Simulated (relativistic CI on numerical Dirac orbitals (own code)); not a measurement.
# Charge states of bismuth

Computed by Dirac-Coulomb-Breit CI, orbitals from a KLI potential per configuration, model QED, valence Slater integrals scaled by 0.9 (own radial code, finite nucleus).

Each species is treated in one configuration, given outside its closed core. Radial values are for the open shell of highest l, unscaled and averaged over j; ζ includes the Breit term. Labels give the leading LS character, summed over repeated terms.

| Ion | Configuration | Its lowest level | LS weight (%) | ⟨r⟩ (bohr) | ⟨r²⟩ (bohr²) | g_J | g√(J(J+1)) | ζ (cm⁻¹) |
| --- | --- | --- | --- | --- | --- | --- | --- | --- |
| Bi²⁴⁺ | 4d10.4f13 | ? | ? | ? | ? | ? | ? | ? |
| Bi²⁵⁺ | 4d10.4f12 | 3H_6 | 97 | 0.4054 | 0.1908 | 1.159 | 7.51 | 13310 |
| Bi²⁶⁺ | 4d10.4f11 | 4I°_15/2 | 89 | 0.3998 | 0.1851 | 1.182 | 9.43 | 13730 |
| Bi²⁷⁺ | 4d10.4f10 | 5I_8 | 72 | 0.3944 | 0.1798 | 1.207 | 10.24 | 14150 |
| Bi²⁸⁺ | 4d10.4f9 | 6H°_15/2 | 60 | 0.3892 | 0.1747 | 1.261 | 10.07 | 14590 |
| Bi²⁹⁺ | 4d10.4f8 | 7F_6 | 57 | 0.3843 | 0.17 | 1.397 | 9.05 | 15040 |
| Bi³⁰⁺ | 4d10.4f7 | 8S°_7/2 | 58 | 0.3794 | 0.1654 | 1.828 | 7.26 | 15490 |
| Bi³¹⁺ | 4d10.4f6 | J = 0 (mixed) | 45 | 0.3748 | 0.1611 |  | 0.00 | 15960 |
| Bi³²⁺ | 4d10.4f5 | J = 5/2 (mixed) | 39 | 0.3703 | 0.157 | 0.577 | 1.71 | 16430 |
| Bi³³⁺ | 4d10.4f4 | 5I_4 | 62 | 0.3659 | 0.1531 | 0.693 | 3.10 | 16910 |
| Bi³⁴⁺ | 4d10.4f3 | 4I°_9/2 | 71 | 0.3617 | 0.1494 | 0.784 | 3.90 | 17410 |
| Bi³⁵⁺ | 4d10.4f2 | 3H_4 | 83 | 0.3576 | 0.1458 | 0.832 | 3.72 | 17910 |
| Bi³⁶⁺ | 4d10.4f | 2F°_5/2 | 100 | 0.3536 | 0.1424 | 0.852 | 2.52 | 18420 |
| Bi³⁷⁺ | 4d10 | 1S_0 | 100 |  |  |  | 0.00 |  |
| Bi³⁸⁺ | 4d9 | 2D_5/2 | 100 | 0.3704 | 0.157 | 1.195 | 3.54 | 100800 |
| Bi³⁹⁺ | 4d8 | 3F_4 | 86 | 0.3679 | 0.1548 | 1.211 | 5.42 | 102500 |
| Bi⁴⁰⁺ | 4d7 | 4F_9/2 | 58 | 0.3654 | 0.1528 | 1.222 | 6.08 | 104100 |
| Bi⁴¹⁺ | 4d6 | J = 4 (mixed) | 41 | 0.363 | 0.1507 | 1.242 | 5.55 | 105800 |
| Bi⁴²⁺ | 4d5 | J = 5/2 (mixed) | 25 | 0.3606 | 0.1487 | 1.280 | 3.79 | 107400 |
| Bi⁴³⁺ | 4d4 | 3P_0 | 60 | 0.3582 | 0.1468 |  | 0.00 | 109100 |
| Bi⁴⁴⁺ | 4d3 | J = 3/2 (mixed) | 44 | 0.3559 | 0.1449 | 0.728 | 1.41 | 110900 |
| Bi⁴⁵⁺ | 4d2 | 3F_2 | 73 | 0.3536 | 0.143 | 0.767 | 1.88 | 112600 |
| Bi⁴⁶⁺ | 4d | 2D_3/2 | 100 | 0.3513 | 0.1412 | 0.793 | 1.54 | 114300 |
| Bi⁴⁷⁺ | 3d10.4s2.4p6 | 1S_0 | 100 |  |  |  | 0.00 |  |

**Question.** Fill in the row of Bi²⁴⁺.

**Answer.** Its lowest level 2F°_7/2; LS weight (%) 100; ⟨r⟩ (bohr) 0.4112; ⟨r²⟩ (bohr²) 0.1968; g_J 1.140; g√(J(J+1)) 4.52; ζ (cm⁻¹) 12900.
